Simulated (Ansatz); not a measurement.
Geometry optimisation, Ansatz, RKS PBE-D4/6-31G*.

Input file:

```yaml
crystal:
  periodic: [false, false, false]
  atoms:
    - { symbol: Al, position_ang: [0.0, 0.0, 0.0] }
    - { symbol: O, position_ang: [0.0, 0.0, 2.13] }
    - { symbol: Si, position_ang: [-1.3147, -0.4067, 3.0936] }
    - { symbol: H, position_ang: [-2.239, -1.2403, 2.3304] }
    - { symbol: H, position_ang: [-0.8506, -1.1432, 4.2657] }
    - { symbol: H, position_ang: [-1.9987, 0.8095, 3.5233] }
    - { symbol: H, position_ang: [1.351, 0.0, -0.78] }
    - { symbol: O, position_ang: [-1.5415, 0.0, -0.89] }
    - { symbol: H, position_ang: [-2.0512, -0.8467, -0.6815] }
    - { symbol: F, position_ang: [-0.2489, 1.872, 0.6275] }
    - { symbol: H, position_ang: [-0.1654, 1.2439, 1.7062] }
basis:
  gaussian: { orbitals: "6-31G*" }
hamiltonian:
  xc: pbe
  dispersion: d4
relax:
  f_tol: 0.15
  max_steps: 25
  restrain:
    - { distance: [0, 9], at: 1.69, k: 30.0 }
    - { distance: [10, 1], at: 1.01, k: 30.0 }
    - { distance: [0, 1], at: 2.98, k: 30.0 }
    - { distance: [10, 9], at: 2.12, k: 30.0 }
output:
  orbitals: {}
```

Command:

```bash
$ ansatz run input.yaml --threads 2 --pin off --max-ram 3072MiB --backend cpu --events-out ev --progress --plain --runs-dir out
```

**Question.** Where does it end, and by what steps?

**Answer.** The forces met the threshold. The restraints hold the end off the free minimum; the threshold counts their pulls, which the force column leaves out. Restrained pairs: Al1–F10 (1.99 → 1.69 Å), O2–H11 (1.32 → 0.99 Å), Al1–O2 (2.13 → 2.97 Å), F10–H11 (1.25 → 2.12 Å). After 8 steps the energy has fallen by 0.816 eV (the restraints' own energy left out); Al1 moved furthest, 0.65 Å.

```tsv
step	energy less start (eV)	largest force component (eV/Å)	accepted
0	0.0000	2.619	yes
1	-0.0054	3.259	yes
2	-0.3367	2.780	yes
3	-0.5268	1.233	yes
4	-0.6666	1.195	yes
5	-0.7502	0.841	yes
6	-0.7799	0.757	yes
7	-0.8082	0.552	yes
8	-0.8161	0.622	yes
```

```xyz
11
Properties=species:S:1:pos:R:3
Al -0.059 0.444 -0.466
O 0.029 0.233 2.491
Si -1.374 -0.408 3.194
H -2.120 -1.297 2.242
H -0.964 -1.226 4.379
H -2.277 0.714 3.627
H 1.217 -0.259 -1.095
O -1.695 -0.085 -0.539
H -1.875 -0.975 -0.895
F 0.112 1.977 0.218
H -0.054 1.171 2.171
```

Run time: 20 s on 2 threads of Arm Neoverse V2, on a shared host, peak memory 0.15 GiB.
